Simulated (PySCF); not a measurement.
PySCF input (MN15/def2-TZVPD):

```python
from pyscf import gto, scf, dft

mol = gto.M(
    atom='''
    Pb   -0.00000000   -0.00000000   -1.11148383
    I     0.00000000    0.00000000    1.71965423
    ''',
    basis='def2-tzvpd',
    ecp='def2-tzvp',
    charge=0,
    spin=1,
    symmetry='C2v',
    verbose=4,
)

mf = dft.UKS(mol, xc='mn15').density_fit(auxbasis='def2-universal-jkfit')
mf.grids.level = 4
mf.conv_tol = 1e-9
mf.max_cycle = 100
mf.max_memory = 1500
mf.kernel()
if not mf.converged:
    mf = mf.newton()
    mf.kernel(mf.make_rdm1())
mf.analyze()
```

End of the output:

```
Extra cycle  E= -489.539017496709  delta_E= -3.77e-11  |g|= 2.74e-06  |ddm|= 1.5e-05
converged SCF energy = -489.539017496709  <S^2> = 0.75279185  2S+1 = 2.0027899
**** SCF Summaries ****
Total Energy =                        -489.539017496709221
Nuclear Repulsion Energy =             102.802286514420288
One-electron Energy =                -1058.454899493497578
Two-electron Energy =                  466.113595482368112
Two-electron Coulomb Energy =          503.152578977231087
DFT Exchange-Correlation Energy =      -37.038983494862975
HOMO-LUMO gap [eV] =                     2.653552719253728
Wave-function symmetry = B1
alpha occupancy for each irrep:     A1   A2   B1   B2
                                    11    2    6    5
beta  occupancy for each irrep:     A1   A2   B1   B2
                                    11    2    5    5
**** MO energy ****
alpha MO #1 (A1 #1), energy= -6.54624151328243 occ= 1
alpha MO #2 (A1 #2), energy= -5.42767750761557 occ= 1
alpha MO #3 (A1 #3), energy= -4.68431053375786 occ= 1
alpha MO #4 (B2 #1), energy= -4.68049555019534 occ= 1
alpha MO #5 (B1 #1), energy= -4.67798081924395 occ= 1
alpha MO #6 (B2 #2), energy= -3.31196950907789 occ= 1
alpha MO #7 (A1 #4), energy= -3.30425419048281 occ= 1
alpha MO #8 (B1 #2), energy= -3.29855983441837 occ= 1
alpha MO #9 (A1 #5), energy= -1.90776601968804 occ= 1
alpha MO #10 (B2 #3), energy= -1.90680604294091 occ= 1
alpha MO #11 (B1 #3), energy= -1.90483531467544 occ= 1
alpha MO #12 (A2 #1), energy= -1.90181303526425 occ= 1
alpha MO #13 (A1 #6), energy= -1.90163196361197 occ= 1
alpha MO #14 (A1 #7), energy= -0.902837894986849 occ= 1
alpha MO #15 (B2 #4), energy= -0.900016362508379 occ= 1
alpha MO #16 (A2 #2), energy= -0.897073968483295 occ= 1
alpha MO #17 (A1 #8), energy= -0.891791295508821 occ= 1
alpha MO #18 (B1 #4), energy= -0.890420762419403 occ= 1
alpha MO #19 (A1 #9), energy= -0.719387838455463 occ= 1
alpha MO #20 (A1 #10), energy= -0.558950141998818 occ= 1
alpha MO #21 (A1 #11), energy= -0.307403897270309 occ= 1
alpha MO #22 (B1 #5), energy= -0.296956279789335 occ= 1
alpha MO #23 (B2 #5), energy= -0.292772992270679 occ= 1
alpha MO #24 (B1 #6), energy= -0.19983566152465 occ= 1
alpha MO #25 (B2 #6), energy= -0.102319396924846 occ= 0
alpha MO #26 (A1 #12), energy= -0.0371174273651995 occ= 0
alpha MO #27 (A1 #13), energy= 0.0237312100439633 occ= 0
alpha MO #28 (A1 #14), energy= 0.0608002616316883 occ= 0
alpha MO #29 (B1 #7), energy= 0.0644530916459773 occ= 0
alpha MO #30 (B2 #7), energy= 0.0649504085430372 occ= 0
alpha MO #31 (A2 #3), energy= 0.077207137079299 occ= 0
alpha MO #32 (A1 #15), energy= 0.0838868332378615 occ= 0
alpha MO #33 (B1 #8), energy= 0.093776316126128 occ= 0
alpha MO #34 (A1 #16), energy= 0.100142855493434 occ= 0
alpha MO #35 (B2 #8), energy= 0.104893601318742 occ= 0
alpha MO #36 (A1 #17), energy= 0.130881205732809 occ= 0
alpha MO #37 (B1 #9), energy= 0.149266891668899 occ= 0
alpha MO #38 (A2 #4), energy= 0.153075062763273 occ= 0
alpha MO #39 (A1 #18), energy= 0.154864724291517 occ= 0
alpha MO #40 (B2 #9), energy= 0.157403351431674 occ= 0
alpha MO #41 (A1 #19), energy= 0.171592803394037 occ= 0
alpha MO #42 (B1 #10), energy= 0.185997315850843 occ= 0
alpha MO #43 (B2 #10), energy= 0.189692220709888 occ= 0
alpha MO #44 (A1 #20), energy= 0.258445835814972 occ= 0
alpha MO #45 (A1 #21), energy= 0.288236672659491 occ= 0
alpha MO #46 (A2 #5), energy= 0.296317535021319 occ= 0
alpha MO #47 (A1 #22), energy= 0.301846720912047 occ= 0
alpha MO #48 (B1 #11), energy= 0.30356113166693 occ= 0
alpha MO #49 (B2 #11), energy= 0.305163934656872 occ= 0
alpha MO #50 (B1 #12), energy= 0.335158700200508 occ= 0
alpha MO #51 (B2 #12), energy= 0.335320159355892 occ= 0
alpha MO #52 (A1 #23), energy= 0.375700449606042 occ= 0
alpha MO #53 (A2 #6), energy= 0.429354797122971 occ= 0
alpha MO #54 (A1 #24), energy= 0.429524159554569 occ= 0
alpha MO #55 (A1 #25), energy= 0.429877473579121 occ= 0
alpha MO #56 (B1 #13), energy= 0.446204102993555 occ= 0
alpha MO #57 (B2 #13), energy= 0.446847153646693 occ= 0
alpha MO #58 (A1 #26), energy= 0.546830691321494 occ= 0
alpha MO #59 (B1 #14), energy= 0.642683429689696 occ= 0
alpha MO #60 (B2 #14), energy= 0.643450033804482 occ= 0
alpha MO #61 (A2 #7), energy= 0.644519326765586 occ= 0
alpha MO #62 (A1 #27), energy= 0.646067562590148 occ= 0
alpha MO #63 (A1 #28), energy= 0.665239110459179 occ= 0
alpha MO #64 (B1 #15), energy= 0.678855404723494 occ= 0
alpha MO #65 (B2 #15), energy= 0.682836321417691 occ= 0
alpha MO #66 (B1 #16), energy= 0.729296790697444 occ= 0
alpha MO #67 (A1 #29), energy= 0.739161440088848 occ= 0
alpha MO #68 (B2 #16), energy= 0.742065955268878 occ= 0
alpha MO #69 (A1 #30), energy= 0.889628922468926 occ= 0
alpha MO #70 (B2 #17), energy= 0.891594837157248 occ= 0
alpha MO #71 (B1 #17), energy= 0.891595018508394 occ= 0
alpha MO #72 (A2 #8), energy= 0.897907680063223 occ= 0
alpha MO #73 (A1 #31), energy= 0.89809557082121 occ= 0
alpha MO #74 (B2 #18), energy= 0.990650736666037 occ= 0
alpha MO #75 (B1 #18), energy= 0.991068060886224 occ= 0
alpha MO #76 (A1 #32), energy= 1.04668168748482 occ= 0
alpha MO #77 (A2 #9), energy= 1.0563589826309 occ= 0
alpha MO #78 (A1 #33), energy= 1.05854822160816 occ= 0
alpha MO #79 (B1 #19), energy= 1.07451303716549 occ= 0
alpha MO #80 (B2 #19), energy= 1.08400406175509 occ= 0
alpha MO #81 (A1 #34), energy= 1.17157126913805 occ= 0
alpha MO #82 (B2 #20), energy= 1.26438392550872 occ= 0
alpha MO #83 (B1 #20), energy= 1.26575788341246 occ= 0
alpha MO #84 (A2 #10), energy= 1.50014224829554 occ= 0
alpha MO #85 (A1 #35), energy= 1.5002327935112 occ= 0
alpha MO #86 (A1 #36), energy= 1.50305774883371 occ= 0
alpha MO #87 (B2 #21), energy= 1.55528186633983 occ= 0
alpha MO #88 (B1 #21), energy= 1.55625382771107 occ= 0
alpha MO #89 (A1 #37), energy= 1.60857617028631 occ= 0
alpha MO #90 (B1 #22), energy= 2.01293460790977 occ= 0
alpha MO #91 (B2 #22), energy= 2.01343618379299 occ= 0
alpha MO #92 (A2 #11), energy= 2.02326715821124 occ= 0
alpha MO #93 (A1 #38), energy= 2.0242806180817 occ= 0
alpha MO #94 (B1 #23), energy= 2.09669236013159 occ= 0
alpha MO #95 (B2 #23), energy= 2.09785454004217 occ= 0
alpha MO #96 (A1 #39), energy= 2.27449259591058 occ= 0
alpha MO #97 (A1 #40), energy= 2.75677911038323 occ= 0
alpha MO #98 (B1 #24), energy= 3.00968654531792 occ= 0
alpha MO #99 (B2 #24), energy= 3.00968661920629 occ= 0
alpha MO #100 (A1 #41), energy= 3.01239754915279 occ= 0
alpha MO #101 (A2 #12), energy= 3.01240217842958 occ= 0
alpha MO #102 (B2 #25), energy= 3.06510953213542 occ= 0
[...]
```
